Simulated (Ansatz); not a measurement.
CH$_{3}$AlF (SMILES [CH3][Al+][F]), charge +1, singlet, at a GFN2-xTB geometry (such geometries of metal compounds can be far from the true shape). Base run: BLYP/STO-3G in Ansatz (an electronic-structure program).

Here is a job for Ansatz.
Ansatz 0.2 input:
```yaml
crystal:
  periodic: [false, false, false]
  atoms:
    - {symbol: Al, position_ang: [-0.00183823, -0.10873141, 0.07363465]}
    - {symbol: C, position_ang: [0.02551671, 1.50931262, -1.02213066]}
    - {symbol: H, position_ang: [-0.68819077, 2.23193081, -0.60584037]}
    - {symbol: H, position_ang: [-0.25953274, 1.24720788, -2.04921436]}
    - {symbol: H, position_ang: [1.03917499, 1.93021296, -1.00824476]}
    - {symbol: F, position_ang: [-0.02451719, -1.45019100, 0.98209255]}
basis:
  gaussian:
    orbitals: STO-3G
hamiltonian:
  xc: blyp
total_charge: 1
```

Variants of this job, named by their change:

| change | ΔE vs base (mEh) |
|---|---|
| base | 0.000 |
| forces = on | 0.000 |
| lower_state_search = full | 0.000 |
| point_charge = charge:1.0 position_ang:3.1341, -1.7006, -4.793 | 88.314 |
| final_grid = 14, 28, 59 | 0.000 |
| final_grid = 6, 12, 29 | 0.007 |
| point_charge = charge:-1.0 position_ang:-3.082, -2.6767, 2.8096 | -106.1 |
| final_grid = 10, 20, 41 | 0.000 |
| nuclear_model = gaussian | … |
| point_charge = charge:0.5 position_ang:3.7372, 3.0331, 3.34 | 45.118 |
| fitting.mean_field = cc-pVTZ-JKFIT | … |

### Question
Complete the blanks.

### Answer

- nuclear_model = gaussian, ΔE vs base (mEh): 0.098
- fitting.mean_field = cc-pVTZ-JKFIT, ΔE vs base (mEh): -0.270
